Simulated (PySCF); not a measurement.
RhF₃: breathing scan

These are results of UPBE0 in PySCF with Rh def2-SVP with ECP28, F def2-SVP; scalar-relativistic core potentials, no spin–orbit coupling; density-fitted integrals, not measurements.

Rigid scan from the triplet minimum (Rh–F 1.817 Å (×2), Rh–F 1.845 Å; F–Rh–F 98.6° (×2), F–Rh–F 162.8°). Coordinate: all bonds to the central atom scaled together. Energies in kJ/mol from the minimum.

```csv
scale of all bonds to the centre,E (kJ/mol),dipole size (D),⟨S²⟩
0.88,331.5,2.01,2.01
0.92,125.8,2.16,2.01
0.96,27.0,2.27,2.01
1.00,0.0,2.35,2.02
1.04,20.4,2.41,2.04
1.08,71.1,2.47,2.12
1.14,178.9,2.54,2.30
1.22,346.5,2.50,2.55
1.35,587.0,1.95,2.89
```

Spin contamination is strong at 1.14, 1.22, 1.35, so these points are less reliable.

Other spin states or occupations of the open shell can lie lower.
